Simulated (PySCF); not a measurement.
Compound: C3H8AsB.
Bonds: C1–C2 (double), C2–C3, C3–B4, B4–As5. Hydrogens: H6, H7 on C1; H8 on C2; H9, H10 on C3; H11 on B4; H12, H13 on As5.

Computed by this run: PBE0-D3(BJ)/def2-SVP geometry optimisation, gas phase in PySCF 2.14.0; density fitting, grid level 1; the optimiser is geomeTRIC in internal coordinates, started from a GFN2-xTB structure with every atom displaced at random (about 0.01 Å).

Step 0: E = -64735.4395 eV
```
atom  x, y, z in Å  |  force x, y, z in eV/Å
C1     -1.5680    0.7735   -0.4933   -1.379   0.643  -1.787
C2     -1.2940    0.4212    0.7350    1.183  -0.091   0.890
C3      0.0744    0.5063    1.3099    0.927  -0.068   0.508
B4      0.6613   -0.8840    0.8039   -0.849   0.758   0.521
As5     1.5635   -1.0487   -0.9584    0.174  -0.220  -0.249
H6     -2.5903    0.7269   -0.8973    0.202  -0.135   0.079
H7     -0.8326    1.2230   -1.1531    0.335   0.055  -0.170
H8     -2.0304   -0.0051    1.3702   -1.037  -0.515   0.628
H9      0.6179    1.3782    0.9260    0.044   0.090  -0.161
H10     0.0307    0.6149    2.4110    0.024  -0.225  -0.191
H11     0.2864   -1.8571    1.3950    0.076  -0.387   0.043
H12     2.6164   -1.9940   -0.4396    0.122  -0.355  -0.026
H13     2.4707    0.1278   -0.7416    0.176   0.451  -0.087
```

**Question.** Estimate the geometry and energy of step 1. (The exact step hangs on the optimiser's Hessian estimate; all steps are aligned on step 0, rigid shifts and turns removed.)

**Answer.** E = -64735.5809 eV, largest force 0.396 eV/Å
```
atom  x, y, z in Å  |  force x, y, z in eV/Å
C1     -1.5842    0.7566   -0.4952    0.155  -0.060   0.163
C2     -1.2521    0.4339    0.7650   -0.238   0.059   0.098
C3      0.1353    0.5521    1.3355   -0.191   0.146   0.102
B4      0.5322   -0.8333    0.7488    0.311  -0.203  -0.140
As5     1.6168   -1.0341   -0.9647    0.095   0.113   0.112
H6     -2.5939    0.5997   -0.8714   -0.113  -0.001  -0.064
H7     -0.8509    1.1965   -1.1781   -0.012   0.005  -0.048
H8     -2.0221   -0.0199    1.4092    0.172   0.062  -0.098
H9      0.6759    1.4182    0.9340    0.052  -0.003  -0.067
H10     0.1145    0.6047    2.4325   -0.046  -0.062   0.013
H11     0.1116   -1.8554    1.2467   -0.024   0.060  -0.020
H12     2.6085   -2.0248   -0.3613   -0.082   0.049  -0.019
H13     2.5142    0.1888   -0.7334   -0.078  -0.166  -0.031
```

The energy changes by -0.1414 eV. The first-order estimate −F·Δx gives -0.3491 eV and the mean of the old and new forces, exact on a quadratic surface, -0.1447 eV. The step makes an angle of 75° with the force vector and moves no atom by more than 0.229 Å.

What follows is the cost of the whole optimisation. The run took 67 s of wall time on one thread of an Arm Neoverse V1, no GPU (shared host), and the process peaked at 0.55 GiB of memory.
